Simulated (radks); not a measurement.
The numbers below are computed, except where a source is named.
The platinum ion Pt2+ inside a hard spherical wall (all orbitals vanish at R), configuration held at [Xe] 4f14 5d8 and not refilled when levels cross. Code: a radial shooting solver on a logarithmic mesh with Libxc functionals. Model: scalar-relativistic Kohn-Sham, LDA (Slater exchange, VWN5 correlation), spin-polarised, spherical densities, point nucleus; open shells are filled with parallel spins first (spin-orbit coupling, left out, can overturn this in heavy ions). Eigenvalues in eV for spin up, with the zero of energy where the potential of the charges vanishes at infinity; a dash marks a level that is unbound or too diffuse for the functional's potential to be trusted. A positive occupied level is held by the wall or, in an anion where self-interaction has pushed it up, behind a barrier. The pressure on the wall is -dE/dV.

| R (bohr) | E (hartree) | kinetic (hartree) | e(5s) | e(4f) | e(5p) | e(5d) | e(6s, empty) | e(6p, empty) | pressure (GPa) |
|---|---|---|---|---|---|---|---|---|---|
| free | -18402.1972 | 20523.646 | -123.62 | -91.677 | -77.666 | -26.723 | -22.875 | -14.759 | 0 |
| 12 | -18402.1972 | 20523.646 | -123.62 | -91.677 | -77.666 | -26.723 | -22.875 | -14.759 | < 0.0001 |
| 8 | -18402.1972 | 20523.646 | -123.62 | -91.676 | -77.665 | -26.723 | -22.874 | -14.741 | 0.000516 |
| 7 | -18402.1971 | 20523.647 | -123.62 | -91.672 | -77.661 | -26.719 | -22.866 | -14.675 | 0.00756 |
| 6 | -18402.1965 | 20523.655 | -123.59 | -91.639 | -77.631 | -26.692 | -22.805 | -14.393 | 0.109 |
| 4 | -18402.1285 | 20524.172 | -122.12 | -90.068 | -76.252 | -25.364 | -20.060 | -8.796 | 22.3 |
| 3.5 | -18401.9887 | 20525.028 | -120.25 | -87.997 | -74.500 | -23.540 | -16.234 | -2.633 | 88.6 |
